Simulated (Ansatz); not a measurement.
Consider the substitution at a C–Sn bond: `[CH3][Sn]([OH])([OH])[OH]` + `COB(O)Br` → `COB(Br)OC` + `[OH][SnH]([OH])[OH]`.

Computed with Ansatz on PBE0-D4/def2-TZVP structures; ΔE is electronic, products minus reactants. CCSD(T)/CBS is the MP2 limit (def2-TZVPP, def2-QZVPP) plus CCSD(T) − MP2 in def2-TZVPP, frozen cores. Functionals use def2-TZVPP. def2 core potentials past Kr. For Br, Sn outer-core shells are correlated without core-valence functions, which leaves a few kJ/mol of doubt a bond. Scalar relativity is left out up to krypton. One conformer a species, not always the lowest.

`[CH3][Sn]([OH])([OH])[OH]`:

Z-matrix (Å, degrees):
```
C
Sn 1 2.109
H 1 1.089 2 109.1
H 1 1.089 2 109.0 3 120.0
H 1 1.089 2 108.9 3 -120.0
O 2 1.959 1 112.5 3 -30.3
O 2 1.960 1 112.6 3 -150.3
O 2 1.960 1 112.6 3 89.7
H 6 0.961 2 111.8 1 -130.0
H 7 0.961 2 111.8 1 -130.0
H 8 0.961 2 111.8 1 -129.9
```

`COB(O)Br`:

```xyz
9

C     0.265   -1.405    0.332
O    -0.133   -0.112    0.741
B    -0.214    0.952   -0.067
O    -0.610    2.135    0.448
Br    0.228    0.829   -1.970
H     1.280   -1.393   -0.071
H    -0.412   -1.802   -0.426
H     0.235   -2.044    1.214
H    -0.639    2.840   -0.201
```

`COB(Br)OC`:

Z-matrix (Å, degrees):
```
C
O 1 1.419
H 1 1.092 2 111.0
H 1 1.092 2 110.9 3 121.0
H 1 1.089 2 107.2 3 -119.5
B 2 1.344 1 120.1 3 -60.2
O 6 1.347 2 121.4 1 0.0
Br 6 1.940 2 116.7 1 -180.0
C 7 1.414 6 124.4 2 180.0
H 9 1.092 7 111.0 6 60.2
H 9 1.090 7 107.2 6 179.7
H 9 1.092 7 110.9 6 -60.9
```

`[OH][SnH]([OH])[OH]`:

Cartesian coordinates in Å:
```
O 0.877 1.436 0.685
Sn 0.482 -0.304 -0.109
O -0.550 0.037 -1.732
O -0.713 -1.230 1.129
H 0.445 2.153 0.212
H 1.886 -1.190 -0.423
H -1.469 -0.228 -1.634
H -0.957 -0.674 1.874
```

(1) Is it downhill or uphill in electronic energy at CCSD(T)/CBS, and by how much? (An estimate is asked.)

(2) What do these levels give: PBE0-D4, BHLYP-D4, revPBE, CAM-B3LYP, CCSD(T)/def2-SVP, MP2/CBS(def2)? (Estimate.)

Largest T1 diagnostic among the species: 0.014.

Answers

(1) Ansatz gave: Uphill: ΔE = +99.0 kJ/mol.

(2) Ansatz gave: PBE0-D4 93.6, BHLYP-D4 87.1, revPBE 95.2, CAM-B3LYP 85.1, CCSD(T)/def2-SVP 75.3, MP2/CBS(def2) 108.2 kJ/mol.

In def2-TZVPP, CCSD(T) changes the Hartree–Fock value by +16.8 kJ/mol (the triples alone add +1.8 kJ/mol) and MP2 by +26.0 kJ/mol. Leaving LDA and LC-ωPBE aside and taking each functional with its dispersion term where it has one, the values, not all of them listed here, spread over 12.0 kJ/mol, from B97M-V to PBE-QIDH. LDA lies −5.6 kJ/mol from PBE without D4. From BLYP to BHLYP (50 % exact exchange), in def2-TZVPP and without D4, ΔE moves by −3.1 kJ/mol.
